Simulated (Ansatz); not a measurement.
Relaxation of CH3ClF2Si (8 atoms, charge 0, multiplicity 1), to a largest force component of 0.02 eV/Å in at most 40 steps.

Method: RHF/def2-SVP (Ansatz 0.2.0).

```xyz
8
Properties=species:S:1:pos:R:3:forces:R:3
F -1.398 1.450 -0.091 -2.51 1.07 -1.13
Si -0.096 0.790 0.404 3.20 1.29 2.11
C 0.011 -0.894 -0.325 4.66 -0.79 -0.47
F 1.178 -1.543 0.236 -2.49 1.27 -0.82
Cl 0.289 -0.822 -2.088 -0.32 -0.04 0.37
H -0.161 0.761 1.891 -0.06 -0.36 -0.30
H 1.078 1.680 0.050 -0.60 -0.71 -0.08
H -0.810 -1.480 -0.132 -1.88 -1.73 0.33
```

Problem. Where does it end, and by what steps?

Solution. It converged. After 6 steps the energy has fallen by 0.441 eV; Si2 moved furthest, 0.07 Å.

```tsv
step	energy less start (eV)	largest force component (eV/Å)	accepted
0	0.0000	4.660	yes
1	-0.3597	1.495	yes
2	-0.4364	0.217	yes
3	-0.4401	0.149	yes
4	-0.4408	0.058	yes
5	-0.4410	0.021	yes
6	-0.4411	0.014	yes
```

```xyz
8
Properties=species:S:1:pos:R:3
F -1.424 1.488 -0.123
Si -0.066 0.841 0.441
C 0.068 -0.906 -0.310
F 1.146 -1.521 0.227
Cl 0.267 -0.810 -2.081
H -0.177 0.727 1.904
H 1.082 1.654 0.022
H -0.803 -1.530 -0.135
```

Time of the run: 13 s on 1 thread of Arm Neoverse V2, on a shared host, peak memory 0.17 GiB.
